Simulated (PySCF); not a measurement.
**The 19-electron isoelectronic series, non-relativistic**

All values are computed (PySCF 2.14, energy differences of UHF-based or UKS calculations, no spin-orbit coupling). Each ion has its own even-tempered basis scaled to its charge (16s11p8d4f3g for the first); frozen: [Ne]. Ionisation energies in eV, correlation energies of the ion in mhartree.

| ion | configuration | UHF | LDA | PBE | PBE0 | r2SCAN | MP2 (outer shells) | E_corr MP2 | NIST (with spin-orbit, Breit and QED) |
| --- | --- | --- | --- | --- | --- | --- | --- | --- | --- |
| Sn³¹⁺ | [Ar] 3d1 (2D) | 1838.9 | 1840.0 | 1840.7 | 1840.6 | 1841.2 | 1838.6 | -458.3 | 1844 ± 4 (t) |
| Te³³⁺ | [Ar] 3d1 (2D) | 2058.6 | 2059.8 | 2060.4 | 2060.4 | 2061.0 | 2058.3 | -467.3 | 2066 ± 5 (t) |
| Xe³⁵⁺ | [Ar] 3d1 (2D) | 2290.5 | 2291.6 | 2292.3 | 2292.3 | 2293.0 | 2290.1 | -477.3 | 2300 ± 5 (t) |
| Ba³⁷⁺ | [Ar] 3d1 (2D) | 2534.6 | 2535.6 | 2536.4 | 2536.3 | 2537.1 | 2534.0 | -486.1 | 2547 ± 4 (t) |
| Ce³⁹⁺ | [Ar] 3d1 (2D) | 2790.7 | 2791.6 | 2792.5 | 2792.4 | 2793.3 | 2790.1 | -495.5 | 2806 ± 4 (t) |
| Nd⁴¹⁺ | [Ar] 3d1 (2D) | 3059.0 | 3059.9 | 3060.8 | 3060.7 | 3061.6 | 3058.3 | -503.8 | 3078 ± 4 (t) |
| Sm⁴³⁺ | [Ar] 3d1 (2D) | 3339.3 | 3340.2 | 3341.2 | 3341.1 | 3342.1 | 3338.6 | -513.1 | 3363 ± 4 (t) |
| Gd⁴⁵⁺ | [Ar] 3d1 (2D) | 3631.8 | 3632.6 | 3633.7 | 3633.6 | 3634.6 | 3631.0 | -521.4 | 3660 ± 4 (t) |
| Dy⁴⁷⁺ | [Ar] 3d1 (2D) | 3936.4 | 3937.1 | 3938.3 | 3938.2 | 3939.3 | 3935.5 | -531.1 | 3970 ± 4 (t) |
| Er⁴⁹⁺ | [Ar] 3d1 (2D) | 4253.1 | 4253.8 | 4255.0 | 4254.9 | 4256.0 | 4252.1 | -539.8 | 4294 ± 4 (t) |

Each ion has its own basis, which adds noise of up to about 0.1 % along the series.

NIST values marked (s) are semi-empirical, (t) theoretical. Open shells are high-spin determinants of the terms that Hund's rules give.

All relativistic terms are absent from the calculated values; where these lie close to NIST, scalar and spin-orbit shifts of opposite sign can cancel.
